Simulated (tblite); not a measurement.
Species: CH8B2Si.
SMILES with atom numbers: `[BH2:1][BH:2][CH2:3][SiH3:4]` (hydrogens: H5, H6 on B1; H7 on B2; H8, H9 on C3; H10, H11, H12 on Si4)

Computed with GFN2-xTB (tblite), gas phase: L-BFGS steps from a force-field or distance-geometry start until the largest atomic force falls under 0.01 eV/Å.

Geometry at step 24:
```
atom  x, y, z in Å
B1     -2.0384    0.3049   -0.3482
B2     -0.9213   -0.2870    0.6708
C3      0.3580   -0.9746    0.0931
Si4     1.5885    0.4768   -0.1158
H5     -3.1179   -0.1153   -0.5456
H6     -1.7611    1.2523   -0.9926
H7     -0.8881   -0.0466    1.8257
H8      0.8207   -1.7101    0.7524
H9      0.2310   -1.4288   -0.8911
H10     1.7216    1.2347    1.1364
H11     2.9110   -0.0831   -0.4441
H12     1.0973    1.3763   -1.1672
```

Q: Give the atomic forces at this geometry.

A: 
```json
{"atom": "B1", "Fx (eV/Å)": "-0.108", "Fy (eV/Å)": "0.046", "Fz (eV/Å)": "-0.052"}
{"atom": "B2", "Fx (eV/Å)": "0.107", "Fy (eV/Å)": "0.139", "Fz (eV/Å)": "-0.043"}
{"atom": "C3", "Fx (eV/Å)": "0.001", "Fy (eV/Å)": "-0.004", "Fz (eV/Å)": "0.021"}
{"atom": "Si4", "Fx (eV/Å)": "0.070", "Fy (eV/Å)": "0.024", "Fz (eV/Å)": "0.077"}
{"atom": "H5", "Fx (eV/Å)": "0.050", "Fy (eV/Å)": "-0.042", "Fz (eV/Å)": "-0.007"}
{"atom": "H6", "Fx (eV/Å)": "-0.084", "Fy (eV/Å)": "0.004", "Fz (eV/Å)": "0.058"}
{"atom": "H7", "Fx (eV/Å)": "-0.063", "Fy (eV/Å)": "-0.105", "Fz (eV/Å)": "0.003"}
{"atom": "H8", "Fx (eV/Å)": "-0.021", "Fy (eV/Å)": "0.019", "Fz (eV/Å)": "-0.041"}
{"atom": "H9", "Fx (eV/Å)": "0.006", "Fy (eV/Å)": "-0.068", "Fz (eV/Å)": "0.079"}
{"atom": "H10", "Fx (eV/Å)": "0.024", "Fy (eV/Å)": "-0.015", "Fz (eV/Å)": "-0.063"}
{"atom": "H11", "Fx (eV/Å)": "-0.109", "Fy (eV/Å)": "0.050", "Fz (eV/Å)": "-0.048"}
{"atom": "H12", "Fx (eV/Å)": "0.127", "Fy (eV/Å)": "-0.047", "Fz (eV/Å)": "0.017"}
```

The largest, 0.18 eV/Å, acts on B2; the rms over all components is 0.063 eV/Å. The forces sum to zero within rounding, as they must for an isolated molecule in no field.

Q: Give the force on B2 in Eh/bohr and in nN.

A: 0.181 eV/Å ÷ 51.422 = 0.00351 Eh/bohr, and 0.181 eV/Å × 1.602 = 0.29 nN.

Q: How far is this geometry from the end of the optimisation?

A: 0.050 eV above it, and 0.168 Å rms away after alignment. The bonds farthest from their final lengths, with half the difference of the two atoms' forces along the bond (positive lengthens):

```tsv
bond	now (Å)	final (Å)	force along bond (eV/Å)
Si4–H11	1.473	1.468	-0.07
Si4–H10	1.470	1.466	-0.07
B1–H6	1.179	1.176	-0.04
C3–Si4	1.914	1.911	+0.03
Si4–H12	1.468	1.465	-0.01
B1–B2	1.624	1.626	+0.06
```

The angle farthest from its final value is B2–C3–Si4, 103.5° against 108.2°.

What follows is the cost of the whole relaxation. The run took 0.36 s on one thread, Arm Neoverse N1 (aarch64), no GPU, on a shared host.
